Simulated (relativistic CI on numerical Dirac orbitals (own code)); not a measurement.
Calculated at this level of theory: Dirac-Coulomb-Breit CI, KLI orbitals optimised for each configuration, model QED (radiative potential, 1s self-energy scaled to tabulated hydrogen-like ionisation energies), unscaled Slater integrals (own radial code, finite nucleus).

Configurations in the expansion (outside the closed core [Ne]): 3s2.3p2, 3s.3p3, 3s2.3p.3d, 3p4, 3s.3p2.3d, 3p3.3d, 3s.3p.3d2, 3s2.3p.4s, 3s2.3d.4p, 3s2.3p.4p, 3p3.4s, 3p3.4p, 3s.3p.3d.4s, 3s2.3p.4d, 3s.3p2.4s, 3s2.3p.4f, 3s.3p2.4p, 3p2.3d.4p, 3s.3p2.4d, 3s2.3p.5s, 3s.3p2.4f, 3s2.3p.5p, 3s2.4s.4p, 3s2.3p.5d, 3s2.3p.5f, 3s2.3p.5g, 3s.3p.4s2, 3s.3p2.5s, 3s2.3p.6s, 3s2.3d2, 3s.3d3, 3p2.3d2, 3p.3d3, 3p.3d2.4s, 3p.3d2.4p, 3p.3d2.4d, 3s2.3d.4s, 3s.3d2.4s, 3s.3p.3d.4p, 3s.3d2.4p, 3s.3d.4s.4p, 3s.3d.4p2, 3s.3d.4p.4d, 3p2.3d.4s, 3p.3d.4s2, 3p.3d.4s.4p, 3p.3d.4s.4d, 3s2.4s2, 3s.3d.4s2, 3s2.4p2. Double excitations out of closed p, d and f shells are left out; levels of such configurations are missing from the list, as are those of other unlisted configurations, and high levels can miss mixing partners. These lack a partner that the ground configuration has and come out too high: 3s.3p2.4d, 3s.3p2.4f, 3s.3p2.5s, 3s2.3p.4f, 3s2.3p.5s.

At this charge energies of transitions that change n are usually good to better than 1 %, and those within a shell (Δn = 0) to a few per cent.

Outline of the computed level scheme of Mn XII. Lowest level of each configuration: 3s2.3p2 3P_0 at 0.0000 eV; 3s.3p3 5S°_2 at 23.7817 eV; 3s2.3p.3d 3F°_2 at 49.8762 eV; 3p4 3P_2 at 69.2838 eV; 3s.3p2.3d 5F_1 at 72.7689 eV.

Some strong electric-dipole decays among the lowest 45 levels: 3s2.3p.3d 1F°_3 → 3s2.3p2 1D_2 (6.9e+10 s⁻¹); 3s2.3p.3d 3D°_3 → 3s2.3p2 3P_2 (6.4e+10 s⁻¹); 3s2.3p.3d 1P°_1 → 3s2.3p2 1S_0 (5.6e+10 s⁻¹); 3s.3p2.3d 5P_3 → 3s.3p3 5S°_2 (5.5e+10 s⁻¹); 3s2.3p.3d 3P°_0 → 3s2.3p2 3P_1 (4.5e+10 s⁻¹); 3s2.3p.3d 1D°_2 → 3s2.3p2 1D_2 (4.1e+10 s⁻¹); 3s2.3p.3d 3D°_1 → 3s2.3p2 3P_1 (4.0e+10 s⁻¹); 3s2.3p.3d 3P°_1 → 3s2.3p2 3P_0 (3.9e+10 s⁻¹).

LS names give the leading component of a level, which can be under half, so a name can repeat, a term be missing and a line seem to break the LS rules.
